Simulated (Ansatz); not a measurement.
Reaction (ligand exchange at a B–C bond): `BC(C)C` + `OC[SiH2]Cl` → `BOC[SiH2]Cl` + `CCC`

Program: Ansatz. Geometries: PBE0-D4/def2-TZVP. ΔE: electronic, gas phase. CCSD(T)/CBS is the MP2 limit (def2-TZVPP, def2-QZVPP) plus CCSD(T) − MP2 in def2-TZVPP, frozen cores. Functionals use def2-TZVPP. One conformer a species, not always the lowest.

```
      species  ωB97M-V energy (Eh)
     `BC(C)C`           -144.51512
 `OC[SiH2]Cl`           -866.04879
`BOC[SiH2]Cl`           -891.52280
        `CCC`           -119.09967
```

Problem. Work out ΔE.

Solution. ΔE = (-891.52280) + (-119.09967) − (-144.51512) − (-866.04879) = -0.05856 Eh = -153.7 kJ/mol. CCSD(T)/CBS gives -154.8 kJ/mol.

Largest T1 diagnostic among the species: 0.013.

In def2-TZVPP, CCSD(T) changes the Hartree–Fock value by +8.5 kJ/mol (the triples alone add +0.2 kJ/mol) and MP2 by +8.8 kJ/mol.
